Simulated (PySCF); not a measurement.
Sn(All)2(Cl)2, SMILES [CH2](C=C)[Sn]([CH2]C=C)([Cl])[Cl], singlet at its GFN2-xTB optimised geometry (Å):

```
19

C      3.9169     1.2843     1.5081
C      3.6528    -0.0052     1.2783
C      3.2368    -0.5188     0.0000
Sn     0.8161    -0.5188     0.0000
Cl     0.2344     1.7809     0.0000
Cl     0.1734    -1.1819     2.1887
C     -0.7944    -1.5466    -1.4858
C     -2.0931    -1.3115    -0.9118
C     -2.8678    -0.2713    -1.2330
H      4.2379     1.6327     2.4735
H      3.8390     2.0189     0.7239
H      3.7272    -0.7196     2.0874
H      3.4781    -1.5582    -0.1855
H      3.4521     0.1267    -0.8438
H     -0.4733    -2.5807    -1.5029
H     -0.6048    -1.0248    -2.4168
H     -2.4281    -2.0189    -0.1648
H     -2.5537     0.4548    -1.9643
H     -3.8390    -0.1318    -0.7928
```

Computed with CAM-B3LYP/def2-SVP, def2 effective core potentials past Kr (PySCF). The core electrons that the potentials of Sn replace are not part of the density.

Map of the log10 of the electron density (e/bohr³), floored at −4 on the plane z = 0.6 Å:

```
|                             |
|                             |
|                             |
|                             |
|                             |
|             ....            |
|            :----:.  .:::.   |
|           :=++++=:..-===:.  |
|          .-+*##*+=::=+*+=:. |
|          :=*#%%#*=--+#%#+-: |
|          :=*#%%#*=-=+#%#+=: |
|          :=+#%%#*=-=+*#*+=:.|
|     .....:-+*##*+===+***+=-.|
|    .::::::-=+****+++*##*+=:.|
|   .:::-----=+*#%#***#%%#+=: |
|   .:::-----=+#@@%#*#%%%*+-: |
|    .::-===-=+#%@%***###+=-. |
|     .:-===-=+*##**+****+-:  |
|     .-=++=-==+++++==+*+=:.  |
|     .-=++=--=====---===-.   |
|      :-==-:::---::.::-:.    |
|      .:--:.......    .      |
|        ..                   |
|                             |
|                             |
|                             |
|                             |
|                             |
|                             |
```
Scale: ten equal steps from -4.00 (start of ' ') to -0.078 (end of '@'), in the order ' .:-=+*#%@'; x runs from -6.00 to 6.00, y from -6.00 (bottom) to 6.00 (top).
